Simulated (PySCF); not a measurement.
(3Z)-3-methylpenta-1,3-diene (C₆H₁₀), SMILES C=C/C(C)=C\C. Geometry: PBE-D3(BJ)/def2-SVP. The values are those of a single conformer.

The numbers are results of PBE-D3(BJ)/def2-SVP run with PySCF 2.14.0, not measurements.

Harmonic wavenumbers (cm⁻¹): 114, 150, 203, 237, 255, 317, 393, 465, 555, 696, 750, 816, 878, 915, 986, 992, 1001, 1017, 1017, 1101, 1230, 1268, 1319, 1339, 1352, 1389, 1398, 1399, 1404, 1424, 1625, 1666, 2956, 2961, 3015, 3031, 3062, 3074, 3080, 3084, 3097, 3178. Rotational constants (GHz): 5.387, 2.508, 1.749; symmetry number 1.

Q: Work out the zero-point energy and the ideal-gas rigid-rotor harmonic-oscillator thermochemistry at 298.15 K and 1 atm.

A: ZPE = ½ Σ hcν = ½ × 60209 cm⁻¹ = 360.13 kJ/mol. H − E(el) = 382.50 kJ/mol. Entropy in J/(mol K): translation 163.73, rotation 113.01, vibration 70.77, total 347.51. G − E(el) = 278.89 kJ/mol. Cp = 123.29 J/(mol K). Modes under 150 cm⁻¹ make the vibrational entropy uncertain.
